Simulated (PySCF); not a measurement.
**Ar (argon, neutral) across methods**

[Ar], closed-shell 1S. Calculation: PySCF 2.14, in aug-cc-pV(T+d)Z with one added diffuse shell each of s, p, d, f type (7s6p5d3f, 71 functions); the non-relativistic Hamiltonian (point nucleus). The B2PLYP total includes its PT2 part (frozen core); its orbital energies are those of the SCF part.

```json
{"method": "LDA", "E (hartree)": "-525.9337", "mean ε 2p (eV)": "-230.04", "mean ε 3s (eV)": "-24.061", "mean ε 3p (eV)": "-10.416", "Σ⟨r²⟩ (bohr²)": "26.33", "⟨S²⟩": "0.000"}
{"method": "r2SCANh", "E (hartree)": "-527.5097", "mean ε 2p (eV)": "-236.09", "mean ε 3s (eV)": "-26.213", "mean ε 3p (eV)": "-11.359", "Σ⟨r²⟩ (bohr²)": "26.00", "⟨S²⟩": "0.000"}
{"method": "PBE0", "E (hartree)": "-527.3817", "mean ε 2p (eV)": "-237.89", "mean ε 3s (eV)": "-27.014", "mean ε 3p (eV)": "-11.988", "Σ⟨r²⟩ (bohr²)": "26.06", "⟨S²⟩": "0.000"}
{"method": "B2PLYP", "E (hartree)": "-527.4169", "mean ε 2p (eV)": "-246.50", "mean ε 3s (eV)": "-29.908", "mean ε 3p (eV)": "-13.521", "Σ⟨r²⟩ (bohr²)": "26.15", "⟨S²⟩": "0.000"}
{"method": "PBE", "E (hartree)": "-527.3375", "mean ε 2p (eV)": "-230.07", "mean ε 3s (eV)": "-24.076", "mean ε 3p (eV)": "-10.294", "Σ⟨r²⟩ (bohr²)": "26.24", "⟨S²⟩": "0.000"}
{"method": "r2SCAN", "E (hartree)": "-527.5098", "mean ε 2p (eV)": "-233.30", "mean ε 3s (eV)": "-25.196", "mean ε 3p (eV)": "-10.741", "Σ⟨r²⟩ (bohr²)": "26.02", "⟨S²⟩": "0.000"}
{"method": "BHandHLYP", "E (hartree)": "-527.5507", "mean ε 2p (eV)": "-245.85", "mean ε 3s (eV)": "-29.802", "mean ε 3p (eV)": "-13.555", "Σ⟨r²⟩ (bohr²)": "26.11", "⟨S²⟩": "0.000"}
{"method": "UHF", "E (hartree)": "-526.81337", "mean ε 2p (eV)": "-260.47", "mean ε 3s (eV)": "-34.772", "mean ε 3p (eV)": "-16.090", "Σ⟨r²⟩ (bohr²)": "26.07", "⟨S²⟩": "0.000"}
```

Question: Estimate the same row for MN15.

Answer: E (hartree) = -527.4599; mean ε 2p (eV) = -235.47; mean ε 3s (eV) = -27.140; mean ε 3p (eV) = -12.857; Σ⟨r²⟩ (bohr²) = 25.89; ⟨S²⟩ = 0.000.
